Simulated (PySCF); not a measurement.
**M06-2X on C (carbon, neutral)**

Configuration: [He] 2s2 2p2, high-spin 3P determinant. Computed with PySCF 2.14 in aug-cc-pVDZ-DK (4s3p2d, 23 functions), with the spin-free X2C one-electron Hamiltonian (Gaussian nucleus).

```
Total energy                                                  : -37.8542 hartree
One-electron energy                                           : -50.4635 hartree
Hartree (Coulomb) energy                                      : 17.8295 hartree
Exchange-correlation energy                                   : -5.2202 hartree
⟨S²⟩                                                          : 2.0036
⟨L²⟩                                                          : 2.003
Sum of ⟨r⟩                                                    : 7.167 bohr
Sum of ⟨r²⟩                                                   : 14.00 bohr²
Traceless quadrupole moment −½Σ⟨3z² − r²⟩ along its main axis : 1.50 e·bohr²
Langevin diamagnetic susceptibility                           : -11.1 ×10⁻⁶ cm³/mol
Time after the integrals                                      : 0.11 s of wall time on 1 thread of Intel(R) Xeon(R) 6975P-C (shared host)
```

```csv
shell,electrons,mean orbital energy (hartree),"rms radius, mean of both spins (bohr)"
1s α,1,-10.67514,0.313
1s β,1,-10.65615,0.313
2s α,1,-0.67120,1.76
2s β,1,-0.54181,1.76
2p α,2,-0.32246,1.95
```
